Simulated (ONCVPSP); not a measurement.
**Configuration tests for Zn (Z = 30) (ONCV)**

Zn (Z = 30), optimised norm-conserving Vanderbilt (ONCV), made with ONCVPSP 4.0.1 (PBE, scalar-relativistic). Core [Ne], reference 3s2 3p6 3d10 4s1 (charge +1). Waves: 3s+4s: rc 0.90 bohr, ncon 4, nbas 7, qcut 10.5 1/bohr, 2 projectors; 3p: rc 0.95 bohr, ncon 5, nbas 9, qcut 12.9 1/bohr, 2 projectors, debl 0.3 Ha; 3d: rc 0.90 bohr, ncon 4, nbas 9, qcut 15.6 1/bohr, local. Local part: the d channel. Core correction: Teter function, fcfact 3, rcfact 1.4.

In the p channel the program set the typed energies aside and used -3.421, 0.250 Ha.

Energies are relative to the spin-unpolarised reference configuration 3s2 3p6 3d10 4s1; without spin polarisation the order of configurations can differ from experiment.

```tsv
valence configuration	charge	ΔE all-electron (eV)	error AE − PS (meV)
3s2 3p6 3d10 4s2	0	-9.889	+1.0
3s2 3p6 3d9 4s0	+3	58.976	-21
```

(1) What are ΔE and the potential's error for 3s2 3p5 3d10 4s2?

(2) What are ΔE and the potential's error for 3s2 3p6 3d10 4s0?

Levels in the configuration 3s2 3p6 3d10 4s0:

| level | all-electron (eV) | pseudo (eV) |
| --- | --- | --- |
| 3s | -150.113 | -150.106 |
| 3p | -104.308 | -104.300 |
| 3d | -30.856 | -30.858 |

Note: ghosts flagged at negative energy: s at -619.0 eV; no localised positive-energy state flagged. A true bound ghost makes a file unfit for plane-wave use.

Answers

(1) ΔE = 82.143 eV all-electron; the error (AE − PS) is -39 meV.

(2) ΔE = 18.443 eV all-electron; the error (AE − PS) is -0.6 meV.
